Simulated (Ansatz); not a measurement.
BH$_{3}$Se$_{3}$ (`[SeH]B([SeH])[SeH]`) at its PBE0-D4/def2-TZVP geometry, where that method's forces vanish. Charge 0, multiplicity 1.

```xyz
7

Se    1.2817    0.1357    1.5327
B     0.3342   -0.0433   -0.1475
Se    1.4565   -0.3411   -1.7047
Se   -1.5813    0.0480   -0.3913
H     0.0912    0.3342    2.3670
H     0.3531   -0.4072   -2.6724
H    -1.9354    0.2737    1.0161
```

(1) What forces (eV/Å) does PBE-D4/def2-TZVPP give on these atoms in Ansatz? (Best estimate.)

Results:

(1) Computed: 
```
Se1  0.365 -0.018  0.043
B2  -0.054  0.008  0.029
Se3  0.355 -0.024 -0.003
Se4 -0.162 -0.034 -0.312
H5  -0.231  0.036  0.143
H6  -0.211 -0.011 -0.171
H7  -0.061  0.043  0.272
```
